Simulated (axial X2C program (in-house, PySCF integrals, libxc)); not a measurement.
# Bond lengths and stretching modes, held linear, of TaOH⁻

Computed with an in-house all-electron X2C program for linear molecules (integrals from PySCF): two-component X2C with atomic mean-field Coulomb and Gaunt terms, Gaussian nuclei, basis Ta dyall-v3z, O dyall-av3z, H dyall-v3z with contracted cores. Spin-free rows use the one-electron spin-free X2C Hamiltonian.

Masses Ta 180.948, O 15.995, H 1.008 u. States: 2c Ω = 1/2 (beyond evenly filled blocks: ω = -1/2, ω = -3/2, ω = 5/2); spin-free M_S = 3/2, Λ = 0 (beyond evenly filled blocks: σα, δ+α, δ-α).

HF, spin-free: energies above the lowest point

| r(Ta–O) (Å) | r(O–H) (Å) | E (meV) |
| --- | --- | --- |
| 1.8379 | 0.9262 | 89.26 |
| 1.8379 | 0.9500 | 94.88 |
| 1.8379 | 0.9737 | 131.99 |
| 1.8850 | 0.9262 | 17.54 |
| 1.8850 | 0.9500 | 23.66 |
| 1.8850 | 0.9737 | 61.34 |
| 1.8850 | 0.9975 | 125.93 |
| 1.9321 | 0.9262 | 0.00 |
| 1.9321 | 0.9500 | 6.40 |
| 1.9321 | 0.9737 | 44.41 |
| 1.9793 | 0.9500 | 30.81 |
| 1.9793 | 0.9975 | 134.10 |

**Question.** Fit a quadratic surface with cubic terms in each bond: where is the minimum, and what are the two stretching wavenumbers?

**Answer.** At HF, spin-free: bonds 1.926 and 0.934 Å; harmonic stretches 582.4 and 4213.9 cm⁻¹; force constants 3.11, 9.91 and coupling 0.05 mdyn/Å.

The other levels and Hamiltonians give:

```tsv
Hamiltonian	level	r(Ta–O) (Å)	r(O–H) (Å)	lower stretch (cm⁻¹)	upper stretch (cm⁻¹)
2c	PBE0	1.883	0.949	615.8	4025.2
2c	HF	1.930	0.930	539.5	4274.4
2c	B3LYP	1.899	0.952	604.2	3959.5
2c	MP2	1.897	0.954	641.0	3987.5
spin-free	PBE0	1.876	0.959	631.6	3730.0
spin-free	B3LYP	1.892	0.967	608.9	3530.9
spin-free	MP2	1.895	0.959	615.7	3852.9
```

Each state is one determinant, the lowest of a limited PBE0 search; the stretches come from a fit to these few points and carry an uncertainty of a few per cent. Other orders of the atoms were not compared. The levels spread by more than a fifth, so the stretches depend strongly on the method. MP2 freezes inner shells (threshold -2 hartree). For an anion the highest level of a functional can be positive, and the basis then holds the extra electron. The molecule was held linear; bending was not examined, so a bent shape may lie lower. Note: several unpaired electrons, one determinant need not be a pure state.
